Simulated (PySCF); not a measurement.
Si(H)(F)2(Et) (C2H6F2Si), SMILES CC[SiH](F)F.

Geometry optimised at PBE0-D3(BJ)/def2-SVP. The values are those of a single conformer.

These are PySCF with HF/def2-TZVP values and carry that method's errors.

Symmetry labels are those of the subgroup Cs that the program uses (full group Cs).

Computed valence orbital energies around the gap with their symmetry:
```tsv
orbital	symmetry	energy (eV)
HOMO−7	A"	-17.84
HOMO−6	A"	-17.33
HOMO−5	A"	-16.64
HOMO−4	A'	-16.23
HOMO−3	A'	-15.35
HOMO−2	A'	-14.18
HOMO−1	A"	-13.80
HOMO	A'	-12.27
LUMO	A'	3.62
LUMO+1	A'	3.84
LUMO+2	A"	3.96
LUMO+3	A'	5.03
```
